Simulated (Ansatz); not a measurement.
`C=C[CH2][Al]([F])[Cl]` + HCl → `[F][Al]([Cl])[Cl]` + propene at 298.15 K and 1 bar (ligand exchange at the Al–C bond).

Calculated with Ansatz (gas phase, PBE0-D4/def2-TZVP geometries, no zero-point term in ΔE). CBS: MP2 limit from def2 TZ/QZ plus the TZ coupled-cluster correction, frozen cores. This one scheme is used for every species. Each species was taken in one conformer, which may not be the lowest.

```
                species  CCSD(T)/CBS energy (Eh)  H − E (kJ/mol)  S (J/(mol·K))
`C=C[CH2][Al]([F])[Cl]`               -918.89256           217.8          370.2
                    HCl               -460.38127            26.6          186.8
    `[F][Al]([Cl])[Cl]`              -1261.58534            30.9          310.8
                 `C=CC`               -117.74610           222.5          264.5
```

H − E and S are ideal-gas, rigid-rotor, harmonic terms from PBE0-D4/def2-TZVP, for one conformer and one mirror image of each species. 1 Eh = 2625.50 kJ/mol, R = 8.31446 J/(mol·K).

Problem. By hand: ΔE, ΔH, ΔS and ΔG.

Solution. ΔE = (-1261.58534) + (-117.74610) − (-918.89256) − (-460.38127) = -0.05761 Eh = -151.3 kJ/mol. Δ(H − E) = 30.9 + 222.5 − 217.8 − 26.6 = 9.0, so ΔH = -142.3 kJ/mol. ΔS = 310.8 + 264.5 − 370.2 − 186.8 = 18.3 J/(mol·K). ΔG = -142.3 − 298.15 × (18.3)/1000 = -147.8 kJ/mol.

Problem. By hand: the equilibrium constant, and the temperature at which ΔG would vanish if ΔH and ΔS stayed fixed.

Solution. log₁₀ K = −ΔG/(RT ln 10) = 25.9. ΔH and −TΔS have one sign here, so there is no such temperature.

ΔH outweighs TΔS. A doubt of 5 kJ/mol in ΔE shifts log₁₀ K by 0.9 here. Other conformers and mirror images would add mixing entropy, several J/(mol·K) or more a flexible species. These are equilibria of isolated gas molecules and say nothing of rates. Largest T1 diagnostic: 0.011 (customary marks: 0.02 for closed shells, 0.045 for open ones).
